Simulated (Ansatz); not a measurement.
Sn2Te3. Total charge 0; singlet. Geometry PBE0-D4/def2-SVP, basis def2-TZVP, Ansatz.

| atom | x (Å) | y (Å) | z (Å) |
| --- | --- | --- | --- |
| Sn1 | -0.5147 | 1.2510 | 1.2378 |
| Sn2 | 0.1503 | -0.8003 | -1.6429 |
| Te3 | -0.3270 | -1.7449 | 1.1670 |
| Te4 | 1.9879 | -0.3118 | 0.6809 |
| Te5 | -1.2965 | 1.6059 | -1.4428 |

```csv
run,HOMO (eV),LUMO (eV)
A,-5.81,-2.58
B,-7.99,-0.60
C,-5.10,-3.52
D,-4.92,-3.28
E,-5.97,-2.58
F,-5.16,-3.24
```

In the def2 sets Sn, Te take a core potential; there is no spin–orbit coupling. LC-ωPBE has ω = 0.4 bohr⁻¹. The structure comes from a short search, and lower isomers may exist.

**Question.** The runs used LC-ωPBE, LDA (SPW92), PBE, PBE0, r2SCAN, r2SCAN0. Estimate which is which.

**Answer.** A PBE0 (25 % exact exchange); B LC-ωPBE (range-separated); C LDA (SPW92) (0 % exact exchange); D PBE (0 % exact exchange); E r2SCAN0 (25 % exact exchange); F r2SCAN (0 % exact exchange). Exact exchange lowers occupied and raises empty levels; among semilocal functionals meta-GGAs tend to open the gap a little, and such runs are hard to tell apart. The gap grows from 1.57 eV (LDA (SPW92)) to 7.39 eV (LC-ωPBE).
